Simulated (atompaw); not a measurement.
Before and after: PAW (atompaw) potential for Mn

manganese, PAW, made with atompaw 4.2.0.5 (PBE, scalar-relativistic). Core [Ne] 3s2, reference 3p6 3d5 4s2 4p0. Waves: 4s (bound): rc 2.05 bohr; 4s channel at 0.05 Ry: rc 2.05 bohr; 3p (bound): rc 1.55 bohr; 4p (bound, empty): rc 1.40 bohr; 3d (bound): rc 1.60 bohr; 3d channel at 2.75 Ry: rc 2.05 bohr. Local part: bessel scheme, radius 1.70 bohr. Core correction: smooth core density matched at 1.70 bohr. Augmentation charge: besselshape compensation charge, radius 1.75 bohr; PAW radius 2.05 bohr; waves and projectors: custom rrkj gramschmidtortho.

All-electron outer shells of the reference configuration (PBE, scalar-relativistic, ld1.x):

```tsv
shell	level (eV)	outermost node (bohr)	outermost maximum (bohr)
2p	-630.19	–	0.19
3s	-85.88	0.34	0.74
3p	-54.59	0.31	0.75
3d	-6.77	–	0.76
4s	-5.11	1.05	2.51
4p	-1.37	1.16	3.43
```

Change: all radii scaled by about 0.75 (s 1.52, p 1.16, d 1.20 bohr); local potential bessel scheme, radius 1.26 bohr; augmentation besselshape compensation charge, radius 1.30 bohr; PAW radius 1.52 bohr; waves and projectors: custom rrkj gramschmidtortho; core correction smooth core density matched at 1.26 bohr.

Cutoffs: the cutoffs (Ry, on a coarse ladder) from which the occupation-weighted sum of valence levels, in a spherical-Bessel basis at the reference potential, stays within 10 and 1 mRy of its value at 400 Ry; they do not see the model core or the augmentation charge, which bear on the density cutoff.

Task: What does the change do?

Result: The potential gets harder (40 Ry and 70 Ry → 80 Ry and 140 Ry); a bound ghost appears in s, which as a rule spoils a file. A smaller radius makes the pseudo-wave follow the all-electron one further in, where it bends more sharply, so more plane waves are needed.

```csv
quantity,base,changed
"cutoff, loose",40 Ry,80 Ry
"cutoff, tight",70 Ry,140 Ry
loose cutoff by channel (10 mRy a level),"s 6 Ry, p 30 Ry, d 35 Ry","s 35 Ry, p 50 Ry, d 60 Ry"
bound ghosts,none,s
lowest overlap eigenvalue by channel,"s 0.57, p 0.13, d 0.71","s 0.15, p 0.51, d 0.30"
```

 A true bound ghost makes a file unfit for plane-wave use even where its test errors are small: the radial tests pick states by their node count and pass the ghost by. The cutoffs see the waves, projectors and local potential, not the compensation charge or the core.
